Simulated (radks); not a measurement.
Values are calculated unless marked as measured or tabulated.
Species: Pr II. Configuration: [Xe] 4f3 6s1 (the NIST ground configuration). Code: a radial shooting solver on a logarithmic mesh with Libxc functionals. Model: scalar-relativistic Kohn-Sham, SCAN, spin-unpolarised, spherical densities, finite nucleus; meta-GGA in the generalised Kohn-Sham scheme; Fermi nuclear charge, rms radius 4.8919 fm.

X-ray form factor f0, the Fourier transform of the density (f0(0) = 58):

| sin(theta)/lambda (1/angstrom) | f0 (electrons) |
|---|---|
| 0.05 | 56.910 |
| 0.1 | 54.257 |
| 0.15 | 50.992 |
| 0.2 | 47.593 |
| 0.25 | 44.280 |
| 0.3 | 41.206 |
| 0.4 | 36.000 |
| 0.5 | 31.837 |
| 0.6 | 28.350 |
| 0.8 | 22.872 |
| 1 | 19.174 |
| 1.25 | 16.220 |
| 1.5 | 14.008 |
| 2 | 10.137 |
